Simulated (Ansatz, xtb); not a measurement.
## C3H4BF3O: which of two isomers lies lower

Structure I: `C=C(F)OCB(F)F`, a singlet. Structure II: `C[C@@]1(F)O[C@@H]1B(F)F`, a singlet. Both are isolated molecules in the gas phase, relaxed with B3LYP-D3(BJ)/def2-SVP; the shapes shown needn't be the lowest conformers.

I (Å):

```
atom    x (Å)    y (Å)    z (Å)
   C   1.0947   1.5196  -1.9966
   C   0.6809   1.5471  -0.7252
   C  -0.5833  -0.4389  -0.7691
   B  -1.4764  -1.3394   0.1607
   F   1.0283   2.5233   0.1023
   F  -1.7153  -1.0573   1.4211
   F  -2.0160  -2.4357  -0.3435
   O  -0.0975   0.6872  -0.0628
   H   1.7345   2.3234  -2.3570
   H   0.8112   0.7206  -2.6769
   H   0.2539  -1.0452  -1.1698
   H  -1.1749  -0.1258  -1.6530
```

II (Å):

```xyz
12

C    -1.6209    0.2581   -1.8273
C    -1.1447   -0.1353   -0.4600
C    -0.7567   -1.5040   -0.0479
B     0.3538   -1.6937    1.0359
F    -0.4837    0.8967    0.1462
F     1.4320   -2.4018    0.7409
F     0.2667   -1.1741    2.2391
O    -1.9863   -0.8295    0.3680
H    -0.7737    0.5750   -2.4524
H    -2.3228    1.1011   -1.7348
H    -2.1368   -0.5835   -2.3077
H    -0.9099   -2.3026   -0.7870
```

Quicker runs give these differences E(II) − E(I): GFN2-xTB −38.7 kJ/mol; HF/STO-3G −44.8 kJ/mol (at GFN2-xTB geometries); r2SCAN-D4/def2-SVP −15.9 kJ/mol (at GFN2-xTB geometries).

Estimate E(II) − E(I) at the level CCSD(T)/def2-SVP + ΔMP2/def2-TZVPP.

Calculated at CCSD(T)/def2-SVP + ΔMP2/def2-TZVPP: E(II) − E(I) = −12.5 kJ/mol, so structure II lies lower.

The same difference at several levels:

| level | geometry | E(II) − E(I) (kJ/mol) | departure from the last row (kJ/mol) | job, with rough time for the two |
| --- | --- | --- | --- | --- |
| GFN2-xTB | GFN2-xTB | −38.7 | −26.2 | optimisation, 0.23 s |
| HF/STO-3G | GFN2-xTB | −44.8 | −32.3 | single point, 0.3 s |
| r2SCAN-D4/def2-SVP | GFN2-xTB | −15.9 | −3.3 | single point, 1.9 s |
| B3LYP-D3(BJ)/def2-SVP | B3LYP-D3(BJ)/def2-SVP | −3.2 | +9.3 | optimisation, 25 s |
| HF/def2-SVP | B3LYP-D3(BJ)/def2-SVP | +4.2 | +16.8 | part of the CCSD(T) run |
| MP2/def2-SVP | B3LYP-D3(BJ)/def2-SVP | −25.2 | −12.7 | part of the CCSD(T) run |
| CCSD(T)/def2-SVP | B3LYP-D3(BJ)/def2-SVP | −17.9 | −5.4 | single point |
| CCSD(T)/def2-SVP + ΔMP2/def2-TZVPP | B3LYP-D3(BJ)/def2-SVP | −12.5 |  | single point, 38 s |

As drawn, II has 2 C–C in place of 1 C=C. Structure I has no ring, II a 3-membered ring.

HF/def2-SVP puts the two in the other order. The largest departure from CCSD(T)/def2-SVP + ΔMP2/def2-TZVPP is that of HF/STO-3G, 32.3 kJ/mol. The last row adds to CCSD(T) the change of the MP2 difference between the two basis sets, here +5.4 kJ/mol.

With thermal terms from frequencies at re-optimised GFN2-xTB minima (ideal gas, soft modes damped towards free rotors, one conformer each, 298.15 K, 1 atm): the zero-point term adds +3.7 kJ/mol; ΔH is −9.7 and ΔG −6.7 kJ/mol.

The correlated steps freeze 8 core orbitals. Mirror images aren't counted in ΔG. Programs: Ansatz 0.2.0, xtb 6.7.1; the last row on 4 threads of Intel(R) Xeon(R) Platinum 8488C (Sapphire Rapids) on a shared host.
